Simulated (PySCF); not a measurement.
# Reading the logs of faulty runs: FH4NSi2

All numbers below are calculated, not measured. They come from PySCF 2.14.0, an open-source quantum chemistry program, on an isolated molecule that a program drew, which may never have been made. The molecule is FH4NSi2 (charge 0, singlet), drawn as the SMILES string `F[Si]N[SiH3]`.

Each row is a Hartree-Fock (HF) and frozen-core CCSD(T) single point in the cc-pV(D+d)Z basis, meant for a local HF minimum. Run 1 is clean. Each other run has one planted mistake out of seven kinds, and not every kind appears here: one electron removed, one electron added, multiplicity raised by two, geometry at a saddle point, minimal basis STO-3G, one bond length entered in bohr, all coordinates scaled. The reference is restricted for singlets and unrestricted otherwise, and also for a bond in bohr. Adding or removing an electron swaps singlet and doublet. Electrons count all cores. HOMO and LUMO are orbital energies over both spins, the gradient is its largest component, and the lowest frequency (negative if imaginary) is given only where the gradient is small. Bond lengths are over the 7 bonds as drawn. T1 is the CCSD diagnostic: over 0.02 (restricted) or 0.045 (unrestricted) a single reference is doubtful.

Geometry of the clean run:
```xyz
8
FH4NSi2, angstrom
F    -0.3714   -1.0104   -5.2313
Si    0.8160   -2.0398   -4.7582
N     0.9462   -1.4871   -3.1477
Si    0.0567   -0.2113   -2.3209
H     1.6343   -1.9608   -2.5859
H     0.5795   -0.1620   -0.9367
H     0.2710    1.0975   -2.9683
H    -1.3894   -0.5037   -2.2841
```

```
run,electrons,basis functions,<S^2>,HOMO (eV),LUMO (eV),gradient (hartree/bohr),lowest frequency (cm^-1),mean bond (Å),longest bond (Å),T1,HF (hartree),CCSD(T) (hartree),mistake
1,48,94,0.000,-9.86,1.86,3.1e-05,121,1.5070,1.761,0.0144,-734.17974,-734.77321,no fault
2,47,94,0.759,-16.68,-7.79,6.8e-02,-,1.5070,1.761,0.0211,-733.85664,-734.42799,one electron removed
3,49,94,0.778,0.41,8.29,7.1e-02,-,1.5070,1.761,0.0170,-734.13731,-734.73265,one electron added
4,48,32,0.000,-6.30,7.52,2.7e-02,-,1.5070,1.761,0.0186,-725.35016,-725.53415,minimal basis STO-3G
5,48,94,1.005,-8.93,0.80,2.8e-02,-,1.7309,3.328,0.0473,-734.03212,-734.61220,one bond length entered in bohr
6,48,94,2.004,-7.14,-0.13,2.0e-02,-,1.5070,1.761,0.0159,-734.08954,-734.65275,?
```

**Which mistake was planted in run 6, and what did it cost?**

Electrons, basis and geometry are unchanged, and <S^2> is 2.004, beside S(S+1) = 2.00 for a multiplicity of 3. So the mistake is: multiplicity raised by two. Subtracting run 1 and multiplying by 627.51 kcal/mol a hartree, the energy moved by 56.6 kcal/mol in HF and 75.6 kcal/mol in CCSD(T).

Cautions from the logs. Run 3: the HOMO is above zero, so the electron isn't bound and the energy depends on the basis; run 5: T1 is over the limit, so its CCSD(T) energy is less reliable.
